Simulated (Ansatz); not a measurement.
## AuO (charge +1): shapes and states compared

Program: Ansatz, Gaussian basis, development build. Basis cc-pwCVTZ-PP on Au, cc-pVTZ on O, scalar-relativistic core potentials (60 electrons on Au), no spin–orbit coupling, 1 orbital frozen in the corrections; active space CAS(16,10). Restricted Hartree–Fock, then the lowest state-specific CASSCF solution met for each case. On stretched bonds single-reference methods can fail or change state. Solutions in different active orbitals can move differences by tenths of an eV and at times more than 1 eV.

Case A, singlet: bond length 1.8490 Å.

Case B, triplet: the shape of A.

Energy less that of case A, in eV:

```tsv
case	RHF/ROHF	CASSCF
B	-2.874	-1.249
```

**Question.** What does SC-NEVPT2 give for these differences?

**Answer.** B: -1.518 eV (-35.0 kcal/mol).

**Question.** Which case is lowest, and do the methods agree?

**Answer.** B is lowest in SC-NEVPT2. Of the methods shown, RHF/ROHF, CASSCF agree.
